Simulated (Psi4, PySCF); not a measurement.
C$_{6}$H$_{9}$O (SMILES O=C1[CH]CCCC1), doublet, at a GFN2-xTB geometry, atoms displaced at random by about 0.08 Å a coordinate. Base run: TPSS/STO-3G, gradient (PySCF).

Here is a job for PySCF.
```python
from pyscf import gto, scf, dft

mol = gto.M(
    atom='''
O    -2.004165    1.184548   -0.541423
C    -0.825796    0.564764   -0.159842
C     0.193741    1.280227   -0.306959
C     1.530619    0.509956    0.081303
C     1.418977   -0.951325    0.811627
C     0.591768   -1.601074   -0.051526
C    -0.931045   -0.872033   -0.010382
H     0.155657    2.225486   -0.455333
H     2.141761    1.321643    0.849475
H     2.237484    0.593598   -0.691820
H     1.041026   -0.739614    1.690784
H     2.461548   -1.242104    0.755116
H     0.320420   -2.587690    0.084144
H     0.775873   -1.354767   -1.179568
H    -1.678513   -1.425278   -0.552772
H    -1.204104   -1.235054    1.127604
''',
    basis='sto-3g',
    charge=0,
    spin=1,
    verbose=4,
)

mf = dft.UKS(mol)
mf.xc = 'tpss'
mf.kernel()
g = mf.nuc_grad_method()
grad = g.kernel()
```

Programs used: Psi4, PySCF; a row that names a program was run with it.

The coordinate followed is y of atom 5.

Variants of this job, named by their change:

```csv
change,dE/dx (Eh/bohr),net force (Eh/bohr)
base,-0.117352,0.000053
grid_response = on,-0.117349,0.000000
density fitting = on; auxbasis_response = off,-0.117185,0.002788
finite difference step (bohr) = 1e-3; conv_tol = 1e-11,-0.117350,-
conv_tol = 1e-11,-0.117353,0.000053
finite difference step (bohr) = 1e-4; conv_tol = 1e-11,-0.117350,-
grids.level = 1; grid_response = off,-0.117253,0.000920
finite difference step (bohr) = 0.05; conv_tol = 1e-11,-0.117180,-
density fitting = on,-0.117346,0.000053
grids.level = 0; grid_response = on,-0.120437,0.000000
finite difference step (bohr) = 0.01; conv_tol = 1e-11,-0.117343,-
code = psi4,-0.117336,0.000037
```

The net force is zero for an exact gradient.

Open shells are given as the SCF converged; they aren't shown to be the lowest states, and a large step between rows can be another state.
